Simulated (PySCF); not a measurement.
Molfile (atoms numbered from 1):
```
C4H12O2Si3
     RDKit          3D

 21 20  0  0  0  0  0  0  0  0999 V2000
   -2.0697   -1.3794   -1.3793 C   0  0  0  0  0  0  0  0  0  0  0  0
   -1.0995   -1.3801   -0.4656 C   0  0  0  0  0  0  0  0  0  0  0  0
   -0.4061   -2.6118   -0.1205 C   0  0  0  0  0  0  0  0  0  0  0  0
    0.6075   -2.6352    0.5386 O   0  0  0  0  0  0  0  0  0  0  0  0
   -0.3929    0.1341    0.4408 Si  0  0  2  0  0  4  0  0  0  0  0  0
   -1.2985    1.3971   -0.0575 O   0  0  0  0  0  0  0  0  0  0  0  0
   -1.7573    2.7729   -0.7670 Si  0  0  0  0  0  4  0  0  0  0  0  0
    1.8252    0.4914   -0.0917 Si  0  0  0  0  0  4  0  0  0  0  0  0
    2.9578   -0.3068    1.2028 C   0  0  0  0  0  0  0  0  0  0  0  0
   -2.5732   -0.4661   -1.6483 H   0  0  0  0  0  0  0  0  0  0  0  0
   -2.3819   -2.2772   -1.8952 H   0  0  0  0  0  0  0  0  0  0  0  0
   -0.8625   -3.5513   -0.4913 H   0  0  0  0  0  0  0  0  0  0  0  0
   -0.8048   -0.0150    1.8449 H   0  0  0  0  0  0  0  0  0  0  0  0
   -2.5018    3.5166    0.2451 H   0  0  0  0  0  0  0  0  0  0  0  0
   -2.5986    2.3965   -1.9041 H   0  0  0  0  0  0  0  0  0  0  0  0
   -0.5575    3.4841   -1.2041 H   0  0  0  0  0  0  0  0  0  0  0  0
    2.1541    1.9291   -0.1738 H   0  0  0  0  0  0  0  0  0  0  0  0
    2.1815   -0.0520   -1.4181 H   0  0  0  0  0  0  0  0  0  0  0  0
    4.0044   -0.1977    0.9349 H   0  0  0  0  0  0  0  0  0  0  0  0
    2.8215    0.1356    2.1860 H   0  0  0  0  0  0  0  0  0  0  0  0
    2.7433   -1.3678    1.2849 H   0  0  0  0  0  0  0  0  0  0  0  0
  1  2  2  0
  2  3  1  0
  3  4  2  0
  2  5  1  0
  5  6  1  0
  6  7  1  0
  5  8  1  0
  8  9  1  0
  1 10  1  0
  1 11  1  0
  3 12  1  0
  5 13  1  1
  7 14  1  0
  7 15  1  0
  7 16  1  0
  8 17  1  0
  8 18  1  0
  9 19  1  0
  9 20  1  0
  9 21  1  0
M  END
```

- geometry from GFN2-xTB
- shielding tensors at PBE0/pcSseg-1 (GIAO)
- code: PySCF 2.14
- isolated molecule, one conformer, non-relativistic, one averaged value for each set of equivalent atoms

Chemical shifts δ = σref − σ; ¹³C (186.93 ppm) and ¹H (31.72 ppm) and ²⁹Si (349.16 ppm) vs TMS; H2O for ¹⁷O (336.08 ppm), all at this level.

| atoms | nucleus | count | δ (ppm) |
| --- | --- | --- | --- |
| Si8 | ²⁹Si | 1 | ? |
| C2 | ¹³C | 1 | 162.8 |
| H10 | ¹H | 1 | 7.13 |
| H11 | ¹H | 1 | 7.03 |
| C9 | ¹³C | 1 | -10.8 |
| H12 | ¹H | 1 | 9.88 |
| H13 | ¹H | 1 | ? |
| O6 | ¹⁷O | 1 | ? |
| Si5 | ²⁹Si | 1 | ? |
| C1 | ¹³C | 1 | ? |
| H18 | ¹H | 1 | 3.80 |
| H19/H20/H21 | ¹H | 3 | 0.46 |
| H14/H15/H16 | ¹H | 3 | 5.22 |
| H17 | ¹H | 1 | 4.16 |
| O4 | ¹⁷O | 1 | 669.1 |
| Si7 | ²⁹Si | 1 | -43.3 |
| C3 | ¹³C | 1 | 205.0 |

Question: Complete the table.

Answer: 
- C1: 153.7 ppm, β carbon of a C=C–C=O unit; conjugation with the carbonyl draws π density from the β position
- H13: 5.79 ppm, hydrogen on a silicon bonded to C, O, Si
- O6: 5.9 ppm, oxygen bonded to 2 Si
- Si5: -16.6 ppm, silicon bonded to C, O, Si, H
- Si8: -80.7 ppm, silicon bonded to C, Si, 2 H

Shifts are as computed. Against solution values, carbons near 30 ppm lie about +3 ppm off and those near 130 ppm about +5 ppm. Of 1211 compounds with measured shifts, 218 miss one by over three times the rms of a fit or turn the order of signals round; such compounds aren't used in these exercises. Unscaled 17O shifts of doubly bonded oxygen tend to come out too high, by tens of ppm or more. Experimental scales use liquid or dissolved standards, which lie at an offset from isolated H2O (liquid H2O: subtract about 36 ppm).
